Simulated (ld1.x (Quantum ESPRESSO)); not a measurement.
## tungsten, PAW: configuration errors across variants

ld1.x (Quantum ESPRESSO) 7.5 input, shortened:

```
&input
   title='W', zed=74., rel=1, dft='PZ', iswitch=3,
   config='[Xe] 4f14 5d4 6s2 6p0'
 /
 &inputp
   pseudotype=3, lpaw=.true., tm=.true., lloc=-1, rcloc=3.05,
   nlcc=.true., new_core_ps=.true., rcore=1.20,
   which_augfun='PSQ', rmatch_augfun_nc=.true.
 /
6
6S  1  0   2.00   0.00  2.85  3.10  0.0
6S  1  0   0.00   2.30  2.85  3.10  0.0
6P  2  1   0.00   0.00  2.85  3.80  0.0
6P  2  1   0.00   0.50  2.85  3.80  0.0
5D  3  2   4.00   0.00  1.85  2.00  0.0
5D  3  2   0.00   1.50  1.85  2.00  0.0
 &test
   configts(1)='5d4 6s2 6p0'
 /
```

All-electron excitation energies from the reference (eV): (1) 5d4 6s1 6p0 9.133; (2) 5d4 6s0 6p0 25.160; (3) 5d3 6s0 6p0 50.865; (4) 5d5 6s0 6p0 9.985; (5) 5d4 6s0 6p1 14.689; (6) 5d4.5 6s1.5 6p0 0.697; (7) 5d2 6s0 6p0 88.406; (8) 5d4 6s2 6p0 spin -1.934; (9) 5d4 6s1 6p0 spin 6.052.

Spin tests fill each open shell by Hund’s rule, majority spin first.

2 further variants failed, have other tests or too few solved ones, and are left out.

Errors AE − PS in meV (a dash: test not solved or not reliable):

| change | (1) | (2) | (3) | (4) | (5) | (6) | (7) | (8) | (9) | bound ghosts |
| --- | --- | --- | --- | --- | --- | --- | --- | --- | --- | --- |
| base | -3.9 | -17 | -182 | -35 | -7.7 | -6.7 | -771 | -25 | -41 | none |
| core correction a·sin(br)/r model core, default radius (ld1.x builds one for every PAW set, though the input has nlcc=.false.) | -2.1 | -5.8 | -172 | -30 | -3.9 | -6.8 | -779 | -27 | -43 | none |
| wave 6s channel at 2.3 Ry: rcut 2.85, rcutus 3.10 bohr becomes 6s channel at 1.36 Ry: rcut 2.85, rcutus 3.10 bohr | -3.9 | -17 | -182 | -35 | -7.7 | -6.7 | -771 | -24 | -40 | none |
| local potential all-electron potential smoothed inside 3.08 bohr (lloc = -1) | -3.9 | -17 | -182 | -35 | -7.7 | -6.7 | -771 | -25 | -41 | none |
| waves 5d (bound): rcut 1.48, rcutus 1.56 bohr; 5d channel at 1.5 Ry: rcut 1.48, rcutus 1.56 bohr | -3.9 | -17 | -182 | -35 | -7.6 | -6.8 | -770 | -24 | -40 | none |
| local potential all-electron potential smoothed inside 2.55 bohr (lloc = -1) | -3.7 | -18 | -182 | -35 | -7.9 | -6.3 | -770 | -23 | -38 | none |

(1) Give the same row for: waves 6p (bound): rcut 2.85, rcutus 5.18 bohr; 6p channel at 0.5 Ry: rcut 2.85, rcutus 5.18 bohr.

Results:

(1) -3.9, -17, -182, -35, -5.0, -6.7, -771, -25, -41; bound ghosts: none.
